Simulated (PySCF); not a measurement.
# Exercise with solution: oscillator strength and radiative lifetime

H7NSi2, SMILES N[SiH2][SiH3].

Geometry optimised at r2SCAN-D4/def2-SVP. One conformer was computed; it need not be the lowest.

TDDFT-ωB97X/def2-SVPD (PySCF) puts the first singlet state with f over 0.02 at 5.94 eV (vertical), with the transition dipole (0.146, 0.375, 0.000) in atomic units.

Find the oscillator strength, the wavelength and the radiative lifetime that this transition would have in vacuum if emission retraced absorption.


|μ|² = 0.1619 au, so |μ| = 1.02 D. ΔE = 5.94/27.211 = 0.2183 hartree. f = (2/3) ΔE |μ|² = 0.024 (the program prints 0.024).
λ = 1239.84/5.94 = 209 nm; ν = 47909 cm⁻¹.
Einstein's coefficient A = 0.6670 ν² f s⁻¹ (ν in cm⁻¹) = 3.6e7 s⁻¹, so τ = 1/A = 28 ns. This state is S1. The figure is the radiative limit of this one transition; relaxation, internal conversion, crossing to triplets and a medium change what is measured.
